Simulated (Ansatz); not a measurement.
Sr₅O₆, relaxed as a singlet with RKS PBE-D4/def2-SVP in Ansatz, starting from the GFN1-xTB geometry. Force threshold 0.03 eV/Å.

In the def2 sets Sr takes a core potential; there is no spin–orbit coupling. The structure holds one bond between oxygen atoms, so isomers without such links may lie far lower. Another isomer (singlet) lies 1.85 eV lower at PBE0-D4/def2-TZVP; other spin states weren't run for this one.

Start:

```xyz
11

Sr   -0.417    3.108   -0.100
Sr   -0.893   -0.754   -0.240
Sr   -3.650    1.518    0.010
Sr    2.243    0.299    0.857
Sr    2.662   -2.825   -0.451
O    -2.501    3.322    0.045
O     0.801   -2.041    0.579
O     0.486    1.176   -0.071
O    -2.946   -0.432    0.310
O     3.683   -0.969   -0.102
O     0.532   -2.401   -0.838
```

```json
{"step": "1", "energy (eV)": "-16447.2943", "largest force component (eV/Å)": "2.474", "SCF passes": "25"}
{"step": "2", "energy (eV)": "-16448.2699", "largest force component (eV/Å)": "0.689", "SCF passes": "28"}
{"step": "3", "energy (eV)": "-16448.6069", "largest force component (eV/Å)": "0.466", "SCF passes": "28"}
{"step": "4", "energy (eV)": "-16448.7199", "largest force component (eV/Å)": "0.748", "SCF passes": "27"}
{"step": "5", "energy (eV)": "-16448.7609", "largest force component (eV/Å)": "0.337", "SCF passes": "23"}
{"step": "6", "energy (eV)": "-16448.7837", "largest force component (eV/Å)": "0.200", "SCF passes": "28"}
{"step": "7", "energy (eV)": "-16448.7983", "largest force component (eV/Å)": "0.237", "SCF passes": "23"}
{"step": "8", "energy (eV)": "-16448.8401", "largest force component (eV/Å)": "0.491", "SCF passes": "27"}
{"step": "9", "energy (eV)": "-16448.9093", "largest force component (eV/Å)": "0.756", "SCF passes": "28"}
{"step": "10", "energy (eV)": "-16449.0028", "largest force component (eV/Å)": "0.449", "SCF passes": "28"}
{"step": "11", "energy (eV)": "-16449.0103", "largest force component (eV/Å)": "0.362", "SCF passes": "28"}
{"step": "12 (rejected)", "energy (eV)": "-16448.9965", "largest force component (eV/Å)": "0.288", "SCF passes": "25"}
{"step": "13", "energy (eV)": "-16449.0286", "largest force component (eV/Å)": "0.047", "SCF passes": "24"}
{"step": "14", "energy (eV)": "-16449.0294", "largest force component (eV/Å)": "0.058", "SCF passes": "22"}
{"step": "15", "energy (eV)": "-16449.0298", "largest force component (eV/Å)": "0.009", "SCF passes": "23"}
```

Force components are those of the run's own axes.

End:

```xyz
11

Sr   -0.5462    3.3173    0.2051
Sr   -1.0027   -0.6253    0.3740
Sr   -4.2154    1.5934   -0.3108
Sr    2.4095    0.0283    0.1955
Sr    2.7666   -3.2462   -0.4754
O    -2.6714    3.1786   -0.1612
O     1.1121   -2.0046    0.7658
O     0.4049    1.3046    0.4413
O    -3.1989   -0.2781    0.0367
O     4.0132   -1.5283   -0.3353
O     0.9282   -1.7397   -0.7357
```

Bonds formed: Sr4–O11 (atoms count from 1). Metal–metal contacts that move far: Sr2–Sr5 4.12 to 4.67 Å.

No frequencies were taken in this run, so the end may be a saddle point.

Run time 63 s (4 threads of Arm Neoverse V1 on a shared host).
